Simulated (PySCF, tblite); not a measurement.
A database entry of computed molecular properties. Lists by class give the value and the number of equivalent atoms.

```json
{
 "formula": "C2H6NO4S2",
 "smiles": "CS(=O)(=O)[N-]S(C)(=O)=O",
 "charge": -1,
 "multiplicity": 1,
 "geometry_level": "GFN2-xTB",
 "atoms_angstrom": [
  ["C", -2.18, -0.602, -0.342],
  ["S", -1.078, 0.84, -0.192],
  ["O", -1.944, 1.977, 0.056],
  ["O", -0.328, 0.93, -1.435],
  ["N", -0.17, 0.584, 1.083],
  ["S", 0.975, -0.487, 0.842],
  ["C", 2.257, 0.337, -0.155],
  ["O", 1.604, -0.81, 2.109],
  ["O", 0.537, -1.652, 0.088],
  ["H", -1.527, -1.464, -0.386],
  ["H", -2.767, -0.487, -1.244],
  ["H", -2.804, -0.614, 0.541],
  ["H", 1.751, 0.701, -1.039],
  ["H", 3.022, -0.391, -0.392],
  ["H", 2.649, 1.146, 0.446]
 ],
 "electronic_structure_code": "PySCF",
 "results": {
  "GFN2-xTB geometry": {
   "point_group": "C2",
   "rotational_constants_GHz": [2.414, 0.96, 0.915]
  },
  "PBE0/pcSseg-1 ground state and GIAO shieldings, non-relativistic": {
   "homo_eV": -3.42,
   "lumo_eV": 5.42,
   "shift_vs_computed_TMS_C_by_class_ppm": [
    [48.0, 2]
   ],
   "shift_vs_computed_TMS_H_by_class_ppm": [
    [2.78, 6]
   ],
   "shielding_other_nuclei_by_class_ppm": [
    ["N", 85.0, 1],
    ["O", 114.6, 4],
    ["S", 201.1, 2]
   ],
   "charges_hirshfeld_e_by_atom": [-0.16, 0.48, -0.4, -0.36, -0.33, 0.48, -0.16, -0.39, -0.36, 0.02, 0.04, 0.04, 0.02, 0.04, 0.04]
  },
  "GFN2-xTB harmonic vibrations, gas phase": {
   "strongest_ir_bands_cm-1_km_per_mol_modes": [
    [506.0, 193.3, 1],
    [695.3, 323.5, 1],
    [1006.5, 411.3, 1],
    [1081.8, 970.9, 1],
    [1178.9, 549.2, 1],
    [1198.4, 781.3, 1]
   ],
   "zpe_kcal_per_mol": 60.4
  }
 }
}
```

The zero-point energy, half the sum of the 39 harmonic wavenumbers, equals 21120 cm⁻¹ or 253 kJ/mol. With B = h/(8π²I), that is 505.379 GHz u Å² over I, the principal moments of inertia are 209.3, 526.4 and 552.5 u Å² (most abundant isotopes); the inertial defect Ic − Ia − Ib is -183.2 u Å² (zero for a rigid planar frame, negative otherwise). The rotational constants make it an asymmetric top with κ = (2B − A − C)/(A − C) = -0.94, nearer the prolate limit (−1).

 NMR classes are plain means over equivalent atoms (diastereotopic ones count apart unless rotation or inversion swaps them), as if these changed places fast; in this geometry the members of some classes differ. No diffuse functions stand in pcSseg-1, which bears on an anion's orbital energies.

The values belong to the conformer `[CH3:1][S:2](=[O:3])(=[O:4])[N-:5][S:6]([CH3:7])(=[O:8])=[O:9]`: C1–S2–N5–S6 75°, S2–N5–S6–C7 75°.
